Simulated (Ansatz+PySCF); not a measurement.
Values are calculated unless marked as measured or tabulated.
## Ansatz (development build ahead of 0.2.0) run

```yaml
crystal:
  periodic: [false, false, false]
  atoms:
    - { symbol: Fe, position_ang: [0.0, 0.0, 0.0] }
    - { symbol: H, position_ang: [0.0, 0.0, 1.6744] }
basis:
  gaussian: { orbitals: def2-SVP }
magnetization:
  spin_polarized: true
  initial_magnetization: 3
hamiltonian:
  xc: pbe
scf:
  omitted_lower_state_checks: [starts, atomic_configurations, cluster_reference, orbital_swaps, given_window_search, neighbouring_geometries, increment]
```

The input is written out in the form of the current development build from the run's settings.

Results

```yaml
Converged: yes
Total_energy: -1263.81082 hartree
```

Caution: another spin multiplicity may lie lower.
